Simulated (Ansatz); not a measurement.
H$_{6}$N$_{3}$SV, SMILES `[NH2][V]([NH2])([NH2])=[S]`. Total charge 0; spin multiplicity 1. The geometry is a stationary point of PBE0-D4/def2-TZVP. It is one conformer, not always the lowest.

```xyz
11

N    -0.517   -0.010    1.646
V     0.041    0.407   -0.044
N     1.633   -0.438   -0.343
N    -1.186   -0.252   -1.227
S     0.239    2.400   -0.258
H    -0.402    0.600    2.442
H    -1.240   -0.696    1.809
H     2.392   -0.035   -0.873
H     1.957   -1.181    0.259
H    -1.903    0.308   -1.663
H    -1.015   -1.101   -1.747
```

Task: What is the dipole moment at r2SCAN/def2-TZVPP? (An estimate is asked.)

Result: Computed: 3.29 D, with components (-0.32, -3.25, 0.35) D in this frame, pointing from negative to positive charge.

Task: And with PBE, B3LYP, ωB97M-V? (Estimate.)

Result: Ansatz gave: PBE 3.17 D, B3LYP 3.09 D, ωB97M-V 3.06 D.

Task: Give the Mulliken charges with r2SCAN, ωB97M-V, PBE in def2-TZVPP. (An estimate is asked.)

Result: Ansatz gave: 
```csv
atom,r2SCAN,ωB97M-V,PBE
N1,-0.48,-0.37,-0.42
V2,0.75,0.56,0.58
N3,-0.48,-0.37,-0.42
N4,-0.48,-0.37,-0.42
S5,-0.36,-0.26,-0.33
H6,0.17,0.14,0.17
H7,0.18,0.14,0.17
H8,0.17,0.14,0.17
H9,0.18,0.14,0.17
H10,0.17,0.14,0.17
H11,0.18,0.14,0.17
```

B3LYP here is the variant with VWN-RPA as its local correlation; programs differ in this.
